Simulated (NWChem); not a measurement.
Everything below was run with NWChem. System: C2H2ClF, charge 0, spin multiplicity 1, at a geometry optimised with PBE0/def2-SVP. The structure started from a generated list of species. Level: CCSD(T)/cc-pVDZ, 8 core orbitals frozen.

Part of the output:

```
             Northwest Computational Chemistry Package (NWChem) 7.3.0
             --------------------------------------------------------

                                NWChem Input Module
                                -------------------

 Scaling coordinates for geometry "geometry" by  1.889725989
 (inverse scale =  0.529177249)

 Turning off AUTOSYM since
 SYMMETRY directive was detected!

                             Geometry "geometry" -> ""
                             -------------------------

 Output coordinates in angstroms (scale by  1.889725989 to convert to a.u.)

  No.       Tag          Charge          X              Y              Z
 ---- ---------------- ---------- -------------- -------------- --------------
    1 C                    6.0000     1.64483500    -0.15406800     0.00000000
    2 C                    6.0000     0.32705700    -0.31239800     0.00000000
    3 F                    9.0000    -0.25451600    -1.49589900     0.00000000
    4 Cl                  17.0000    -0.81821300     0.96804000     0.00000000
    5 H                    1.0000     2.08323000     0.84179200     0.00000000
    6 H                    1.0000     2.28569500    -1.03658000     0.00000000

 Effective nuclear repulsion energy (a.u.)     149.6636181598

            Nuclear Dipole moment (a.u.)
            ----------------------------
        X                 Y               Z
 ---------------- ---------------- ----------------
     0.0000226767     0.0000094486     0.0000000000

      Symmetry information
      --------------------

 Group name             Cs
 Group number              2
 Group order               2
 No. of unique centers     6

      Symmetry unique atoms

     1    2    3    4    5    6


 Summary of "ao basis" -> "" (spherical)
 ------------------------------------------------------------------------------
       Tag                 Description            Shells   Functions and Types
 ---------------- ------------------------------  ------  ---------------------
 *                          cc-pvdz                   on all atoms

 Summary of "ao basis" -> "ao basis" (spherical)
 ------------------------------------------------------------------------------
       Tag                 Description            Shells   Functions and Types
 ---------------- ------------------------------  ------  ---------------------
 C                          cc-pvdz                  6       14   3s2p1d
 F                          cc-pvdz                  6       14   3s2p1d
 Cl                         cc-pvdz                  8       18   4s3p1d
 H                          cc-pvdz                  3        5   2s1p

                                 NWChem SCF Module
                                 -----------------

  ao basis        = "ao basis"
  functions       =    70
  atoms           =     6
  closed shells   =    20
  open shells     =     0
  charge          =   0.00
  wavefunction    = RHF
  use symmetry    = T
  symmetry adapt  = T

 Summary of "ao basis" -> "ao basis" (spherical)
 ------------------------------------------------------------------------------
       Tag                 Description            Shells   Functions and Types
 ---------------- ------------------------------  ------  ---------------------
 C                          cc-pvdz                  6       14   3s2p1d
 F                          cc-pvdz                  6       14   3s2p1d
 Cl                         cc-pvdz                  8       18   4s3p1d
 H                          cc-pvdz                  3        5   2s1p

      Symmetry analysis of basis
      --------------------------

        a'         51
        a"         19

 Forming initial guess at       0.1s

      Superposition of Atomic Density Guess
      -------------------------------------

 Sum of atomic energies:        -635.18976288

      Non-variational initial energy
      ------------------------------

 Total energy =    -636.731833
 1-e energy   =   -1173.779989
 2-e energy   =     387.384538
 HOMO         =      -0.272253
 LUMO         =       0.073624

      Symmetry analysis of molecular orbitals - initial
      -------------------------------------------------
[...]
  ----- ------------  ---------------      ----- ------------  ---------------
    67      1.404770  6 H  s                 17      1.126767  2 C  s
     3     -0.943006  1 C  s                  8      0.665904  1 C  py
    46     -0.639209  4 Cl s                 53     -0.570578  4 Cl px
    54      0.566100  4 Cl py                62     -0.505988  5 H  s
    22      0.380373  2 C  py                19      0.276358  2 C  py

 Vector   23  Occ=0.000000D+00  E= 2.069754D-01  Symmetry=a'
              MO Center=  2.1D+00,  5.3D-01, -4.6D-18, r^2= 4.0D+00
   Bfn.  Coefficient  Atom+Function         Bfn.  Coefficient  Atom+Function
  ----- ------------  ---------------      ----- ------------  ---------------
    62      1.802574  5 H  s                  3     -1.393158  1 C  s
    67      0.913730  6 H  s                  7     -0.872515  1 C  px
    17     -0.600330  2 C  s                  8     -0.414860  1 C  py
    21     -0.230717  2 C  px                 4     -0.170983  1 C  px

 center of mass
 --------------
 x =  -0.12714783 y =  -0.00856102 z =   0.00000000

 moments of inertia (a.u.)
 ------------------
         280.448959918920          90.619976466861           0.000000000000
          90.619976466861         241.645885827693           0.000000000000
           0.000000000000           0.000000000000         522.094845746614

  Mulliken analysis of the total density
  --------------------------------------

    Atom       Charge   Shell Charges
 -----------   ------   -------------------------------------------------------
    1 C    6     6.04   2.00  0.65  0.40  2.01  0.93  0.05
    2 C    6     5.82   2.00  0.69  0.47  1.87  0.59  0.20
    3 F    9     9.23   2.00  0.90  1.00  3.33  1.99  0.01
    4 Cl  17    17.07   2.00  2.01  0.93  0.98  6.00  3.05  2.05  0.05
    5 H    1     0.92   0.74  0.15  0.03
    6 H    1     0.92   0.74  0.15  0.03

       Multipole analysis of the density wrt the origin
       ------------------------------------------------

     L   x y z        total         open         nuclear
     -   - - -        -----         ----         -------
     0   0 0 0     -0.000000      0.000000     40.000000

     1   1 0 0      0.563444      0.000000      0.000023
     1   0 1 0      0.173156      0.000000      0.000009
     1   0 0 1     -0.000000      0.000000      0.000000

     2   2 0 0    -19.855271      0.000000    137.139504
     2   1 1 0     -0.573111      0.000000    -45.665653
     2   1 0 1     -0.000000      0.000000      0.000000
     2   0 2 0    -22.247363      0.000000    137.776080
     2   0 1 1     -0.000000      0.000000      0.000000
     2   0 0 2    -22.763533      0.000000      0.000000

                   NWChem Extensible Many-Electron Theory Module
                   ---------------------------------------------


            General Information
            -------------------
      Number of processors :     1
         Wavefunction type : Restricted Hartree-Fock
          No. of electrons :    40
           Alpha electrons :    20
            Beta electrons :    20
           No. of orbitals :   140
            Alpha orbitals :    70
             Beta orbitals :    70
        Alpha frozen cores :     8
         Beta frozen cores :     8
     Alpha frozen virtuals :     0
      Beta frozen virtuals :     0
         Spin multiplicity : singlet
    Number of AO functions :    70
       Number of AO shells :    32
        Use of symmetry is : on
      Symmetry adaption is : on
         Schwarz screening : 0.10D-09

          Correlation Information
          -----------------------
          Calculation type : Coupled-cluster singles & doubles w/ perturbation
   Perturbative correction : (T)
            Max iterations :      100
        Residual threshold : 0.10D-05
     T(0) DIIS level shift : 0.00D+00
     L(0) DIIS level shift : 0.00D+00
     T(1) DIIS level shift : 0.00D+00
     L(1) DIIS level shift : 0.00D+00
     T(R) DIIS level shift : 0.00D+00
     T(I) DIIS level shift : 0.00D+00
   CC-T/L Amplitude update :  5-th order DIIS
                I/O scheme : Global Array Library
        L-threshold :  0.10D-05
        EOM-threshold :  0.10D-05
 no EOMCCSD initial starts read in
 TCE RESTART OPTIONS
 SLICE:      F
 D4D5:       F
 quantumc:   F
 qrotation:  F
 pwtce:      F
 qducc:      F
 nacto:                         0
 nrotv:                         0
 nrot:                          0

            Memory Information
            ------------------
          Available GA space size is     249031900 doubles
          Available MA space size is     104852948 doubles

 Maximum block size supplied by input
 Maximum block size        24 doubles

 tile_dim =     18

 -------------------------------------------------
   1    alpha     a'     9 doubles       0       1
   2    alpha     a"     3 doubles       9       2
   3    beta      a'     9 doubles      12       1
   4    beta      a"     3 doubles      21       2
   5    alpha     a'    17 doubles      24       5
   6    alpha     a'    18 doubles      41       6
   7    alpha     a"    15 doubles      59       7
   8    beta      a'    17 doubles      74       5
   9    beta      a'    18 doubles      91       6
  10    beta      a"    15 doubles     109       7

 Global array virtual files algorithm will be used

 Parallel file system coherency ......... OK

 4-electron integrals stored in orbital form

 v2    file size   =          1860787
 4-index algorithm nr.  13 is used
 imaxsize =       30
 imaxsize ichop =        0


CCSD iterations
 ---------------------------------------------------------
 Iter          Residuum       Correlation     Cpu    Wall
 ---------------------------------------------------------
    1   0.1777222134332  -0.5850167027816     0.6     0.6
    2   0.0486073397073  -0.6024236345391     0.6     0.6
    3   0.0180595124106  -0.6121978096706     0.7     0.7
    4   0.0080976277244  -0.6140138569178     0.7     0.7
    5   0.0038169482551  -0.6150132074817     0.7     0.7
    6   0.0012208464618  -0.6154695222443     0.6     0.6
    7   0.0005339431318  -0.6155954349598     0.7     0.7
    8   0.0002752420640  -0.6155992817970     0.7     0.7
    9   0.0001441177967  -0.6156015504696     0.6     0.6
   10   0.0000804016113  -0.6156066569816     0.6     0.6
   11   0.0000157881812  -0.6156090568828     0.6     0.6
   12   0.0000076141245  -0.6156105209772     0.6     0.6
   13   0.0000038171876  -0.6156110706754     0.6     0.6
   14   0.0000023808935  -0.6156111243236     0.7     0.7
   15   0.0000013701466  -0.6156111718953     0.5     0.5
   16   0.0000003120879  -0.6156111667383     0.4     0.4
 -----------------------------------------------------------------
 Iterations converged
 CCSD correlation energy / hartree =        -0.615611166738310
 CCSD total energy / hartree       =      -636.428463542356553

 Singles contributions

 Doubles contributions
    21a"  (alpha)    21a"  (beta ) ---    20a"  (alpha)    20a"  (beta )       -0.1115129977
 CCSD(T)
 Using plain CCSD(T) code
             total no. of tasks           74
 total no. of tasks / no. procs           74
                         wl_min        91125           6.7
                         wl_max      4251528          12.7
        thresh for no. of tasks           74

 CCSD[T]  correction energy / hartree =        -0.018701402527266
 CCSD[T] correlation energy / hartree =        -0.634312569265576
 CCSD[T] total energy / hartree       =      -636.447164944883866
 CCSD(T)  correction energy / hartree =        -0.017673384881800
 CCSD(T) correlation energy / hartree =        -0.633284551620111
 CCSD(T) total energy / hartree       =      -636.446136927238399

 Task  times  cpu:       43.4s     wall:       43.4s

 Total times  cpu:       43.5s     wall:       43.5s
```

Problem. Write an NWChem input that would produce this output.

Solution. One answer among several that fit: 
```
start mol
memory heap 100 mb stack 700 mb global 1900 mb
geometry units angstroms nocenter noautoz
  C      1.644835    -0.154068     0.000000
  C      0.327057    -0.312398     0.000000
  F     -0.254516    -1.495899     0.000000
  Cl    -0.818213     0.968040     0.000000
  H      2.083230     0.841792     0.000000
  H      2.285695    -1.036580     0.000000
  symmetry group Cs
end
basis spherical
  * library cc-pvdz
end
scf
  rhf
  nopen 0
  maxiter 100
  thresh 1e-7
  semidirect memsize 60000000 filesize 0
end
tce
  freeze core 8
  ccsd(t)
  2eorb
  2emet 13
  thresh 1e-6
  maxiter 100
  tilesize 24
end
task tce energy
```
